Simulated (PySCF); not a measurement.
Radial density of Zn¹⁴⁺ (zinc, charge +14)

PW91, [Ne] 3s2 3p4, high-spin 3P determinant. Calculation: PySCF 2.14, in an even-tempered Gaussian basis (19 s from 0.81 bohr⁻², ratio 2.5; 12 p from 1.1 bohr⁻², ratio 2.5; 5 d from 7 bohr⁻², ratio 2.7; 4 f from 11 bohr⁻², ratio 2.7); scalar relativity by spin-free X2C-1e.

| r (bohr) | 4πr²ρ (e/bohr) | 4πr²(ρα − ρβ) |
| --- | --- | --- |
| 0.00106 | 0.3719 | 0.0000 |
| 0.00178 | 0.9325 | 0.0000 |
| 0.00299 | 2.280 | -0.0001 |
| 0.00503 | 5.331 | 0.0000 |
| 0.00845 | 11.54 | 0.0010 |
| 0.0142 | 21.92 | 0.0079 |
| 0.0239 | 33.39 | 0.0482 |
| 0.0402 | 36.24 | 0.2309 |
| 0.0677 | 29.65 | 0.7801 |
| 0.114 | 36.25 | 1.3932 |
| 0.191 | 38.02 | 0.4403 |
| 0.322 | 14.17 | 0.9460 |
| 0.542 | 13.31 | 4.2232 |
| 0.911 | 3.193 | 1.0528 |
| 1.53 | 0.02009 | 0.0069 |

Densities and radii are taken from the X2C orbitals without a picture-change correction, which distorts them close to the nucleus.
